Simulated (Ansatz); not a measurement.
Mulliken charges of `[GeH3][S]S[AsH2]` from ωB97M-V/def2-TZVPP in Ansatz (PBE0-D4/def2-TZVP geometry).

| atom | x (Å) | y (Å) | z (Å) | charge (e) |
| --- | --- | --- | --- | --- |
| Ge1 | -0.533 | 1.349 | -1.312 | 0.103 |
| S2 | 0.646 | 1.490 | 0.578 | -0.184 |
| S3 | 1.486 | -0.391 | 0.567 | -0.152 |
| As4 | -0.120 | -1.599 | 1.586 | 0.085 |
| H5 | -1.528 | 0.187 | -1.169 | 0.026 |
| H6 | -1.267 | 2.690 | -1.473 | 0.027 |
| H7 | 0.428 | 1.093 | -2.480 | 0.033 |
| H8 | 0.269 | -2.890 | 0.873 | 0.030 |
| H9 | 0.707 | -1.974 | 2.812 | 0.033 |

By hand: the dipole of these point charges (1 e Å = 4.8032 D).

Σ q r = (-0.438, -0.250, -0.226) e Å, of length 0.553 e Å = 2.66 D.

How does the dipole of the full density compare? (An estimate is asked.)

Computed: (-0.255, -0.177, -0.097) e Å, 1.56 D; the point charges give 1.71 times that, at 8° from its direction.

Point charges leave out the atoms' own dipoles, such as those of lone pairs, and Mulliken's split depends on the basis, so the two needn't agree.
